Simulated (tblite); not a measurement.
C₈H₁₃S (charge +1).
Cartesian coordinates in Å at the GFN2-xTB level; atoms count from 1:
```xyz
22
C8H13S angstrom
C      3.351    0.921    0.570
C      2.226    0.603    0.833
C      0.877    0.187    1.101
C      0.425   -1.031    0.304
C     -1.101   -1.049    0.328
C     -1.692   -2.095   -0.609
C     -1.539    0.360   -0.081
S     -0.355    1.538    0.669
C      0.411    2.259   -0.801
H      4.348    1.186    0.371
H      0.734    0.038    2.175
H      0.840   -1.934    0.750
H      0.790   -0.971   -0.724
H     -1.443   -1.250    1.348
H     -1.388   -3.089   -0.294
H     -2.777   -2.054   -0.593
H     -1.354   -1.941   -1.631
H     -1.507    0.488   -1.162
H     -2.535    0.609    0.280
H     -0.326    2.896   -1.283
H      1.252    2.864   -0.473
H      0.754    1.484   -1.478
```

Level: GFN2-xTB in tblite, geometry and Hessian alike; calculated harmonic values, unscaled, isolated species. Errors from tens to a few hundred cm⁻¹ against measured bands are possible. One conformer, not necessarily the lowest.

Harmonic wavenumbers (cm⁻¹): 58.2, 104.5, 126.5, 149.2, 189.7, 217.9, 253.4, 268.7, 292.1, 392.7, 404.6, 428.3, 465.4, 495.3, 588.1, 684.8, 701.9, 714.3, 734.5, 847.7, 891.7, 922.3, 933.0, 948.1, 957.6, 988.3, 1041.0, 1063.3, 1099.1, 1110.5, 1145.2, 1160.8, 1204.7, 1210.2, 1223.9, 1290.3, 1303.8, 1315.1, 1331.5, 1402.4, 1416.7, 1419.7, 1428.7, 1473.6, 1483.2, 1488.3, 2271.3, 2950.2, 2956.9, 2988.8, 3007.5, 3021.9, 3031.2, 3046.5, 3048.8, 3058.4, 3061.8, 3063.2, 3067.7, 3382.9.

A = 2121, B = 1087, C = 839.1 MHz; mass 141.074 u (most abundant isotopes); point group C1, symmetry number 1.

Task: What is the zero-point energy?

Result: Half the sum of the wavenumbers: 40664 cm⁻¹ = 486.45 kJ/mol.

Task: Entropy at 400 K, 1 bar (ideal gas, RRHO, classical rotation)?

Result: Translation 176.69, rotation 127.08, vibration 175.12: S = 478.9 J/(mol K).

Task: And Cp and H(400 K) − H(0)?

Result: Cp = 227.08 J/(mol K), of which vibrations give 193.82 (their classical limit is 60 R = 498.9); H(400 K) − H(0) = 51.52 kJ/mol without the zero-point energy, 38.22 from vibrations.

Task: How do the functions run with temperature in this model?

Result: 
```csv
T (K),S (J/(mol K)),Cp (J/(mol K)),H − H(0) (kJ/mol),G − H(0) (kJ/mol),ln q(vib)
50,243.4,51.6,1.97,-10.20,0.31
100,288.1,80.2,5.28,-23.53,1.31
298.15,419.6,178.0,30.85,-94.25,6.66
373.15,463.5,214.7,45.59,-127.38,8.80
500,534.1,268.4,76.36,-190.71,12.45
750,658.3,343.2,153.52,-340.17,19.50
1000,764.2,392.7,245.91,-518.32,26.14
```

q(vib) and H(0) count from the zero-point level.

Task: Which modes carry the vibrational entropy at 400 K?

Result: 58.2 cm⁻¹: 21.33; 104.5 cm⁻¹: 16.50; 126.5 cm⁻¹: 14.93; 149.2 cm⁻¹: 13.59; 189.7 cm⁻¹: 11.65; 217.9 cm⁻¹: 10.55 J/(mol K); the other 54 give 86.56 together.

Task: Blend soft modes into free rotors: weight 1/[1 + (100 cm⁻¹/ν̃)⁴] for the oscillator and the rest for a rotor with moment μB/(μ + B), μ = h/(8π²ν), B = 10⁻⁴⁴ kg m². What vibrational entropy results?

Result: 167.02 J/(mol K) in place of 175.12, which changes −T·S at 400 K by +3.24 kJ/mol.

Hindered rotation and anharmonicity are outside this model. Other conformers, if any are populated, would add a mixing term that is left out. The structure is chiral; the term R ln 2 for an equal mix with its mirror image is left out.

Hardware: an Intel Xeon at 2.70 GHz with one thread, shared host. Cost: 1.2 s wall. The figure is for the frequency step alone.
